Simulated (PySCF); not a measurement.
**Sulfur: a sound run and one with changed settings**

Sound run: S+ [Ne] 3s2 3p3, S(2+) [Ne] 3s2 3p2. Calculation: PySCF 2.14, in cc-pVTZ-DK (5s4p2d1f, 34 functions); the spin-free X2C one-electron Hamiltonian (Gaussian nucleus). The sound run starts from symmetry-adapted Hartree-Fock orbitals and uses a fine grid where one is needed.

Changed run: radial step 1.2 in ln r (0.13 in the sound run). This setting is unsound on purpose.

| species | method | sound run (hartree) | changed run (hartree) | converged |
| --- | --- | --- | --- | --- |
| S+ | UHF | -398.25151 | -398.25151 | yes |
| S+ | MN15 | -398.85656 | -400.33870 | yes |
| S+ | M06-2X | -398.81819 | -399.52713 | yes |
| S(2+) | UHF | -397.41684 | -397.41684 | yes |
| S(2+) | MN15 | -397.99825 | -399.45253 | yes |
| S(2+) | M06-2X | -397.96664 | -398.64946 | yes |

Ionisation energy of S+:

```csv
method,sound run (eV),changed run (eV)
UHF,22.713,22.713
MN15,23.356,24.114
M06-2X,23.172,23.883
```

A coarse radial grid mis-integrates the density and the exchange-correlation energy, with errors of either sign; Hartree-Fock needs no grid.

For comparison, NIST gives 23.338 eV between the lowest levels.
